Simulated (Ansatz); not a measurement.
Reaction (hydrogenolysis of a C–Si bond): `[SiH3]CCSS` + H₂ → `CCSS` + SiH₄

Calculated with Ansatz (gas phase, PBE0-D4/def2-TZVP geometries, no zero-point term in ΔE). CCSD(T)/CBS adds triple-zeta CCSD(T) − MP2 to the extrapolated MP2 energy (def2 sets, frozen cores). This one scheme is used for every species. Functionals use def2-TZVPP. B3LYP here is the variant with VWN-RPA as its local correlation; programs differ in this. One conformer a species, not always the lowest.

```csv
level,ΔE (kJ/mol)
PBE,-37.1
r2SCAN,-32.6
B3LYP,-49.1
MP2/CBS(def2),-22.3
```

(1) What does CCSD(T)/CBS give? (Best estimate.)

Largest T1 diagnostic among the species: 0.011.

Results:

(1) Ansatz gave: -29.8 kJ/mol. The listed levels differ from it by -7.3, -2.8, -19.3, 7.5 kJ/mol.

In def2-TZVPP, CCSD(T) changes the Hartree–Fock value by +31.3 kJ/mol (the triples alone add +5.8 kJ/mol) and MP2 by +38.8 kJ/mol. The D4 term adds +16.8 kJ/mol with B3LYP and +9.3 kJ/mol with PBE0; it sums over pairs of atoms, weighted by their polarisabilities, and B3LYP, whose exchange is more repulsive, gets the larger term.
